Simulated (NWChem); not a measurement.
SbH2Br; SMILES [Br][SbH2]

This build's default masses of Se (78.918 u) and Br (79.917 u) are each other's, which moves their modes by up to 0.6 %. def2 effective core potentials on Sb; no spin-orbit coupling.

Q: Give the equilibrium geometry at PBE0/def2-SVP with def2 effective core potentials on Sb (NWChem) as an XYZ file, with the point group.

A: point group Cs; any orientation.
```
4

Sb     0.0062     0.9538     0.0000
H     -1.2046     1.0508     1.2156
H     -1.2046     1.0508    -1.2156
Br     0.0719    -1.5803     0.0000
```
